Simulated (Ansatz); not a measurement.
Harmonic frequencies (cm⁻¹) at PBE0-D4/def2-TZVP from Ansatz: 278, 314, 316, 554, 627, 643, 670, 842, 848, 926, 1163, 1228, 1566, 1669, 2567, 2651, 3556, 3678.

Each molecule was computed in one conformer, which needn't be the lowest.

Q: Which molecule is it?
A. `OC(O)(S)S`
B. `C=NB[SeH]`
C. `B1NB[SiH2]1`
D. `BC(N)=[Se]`

A: D.
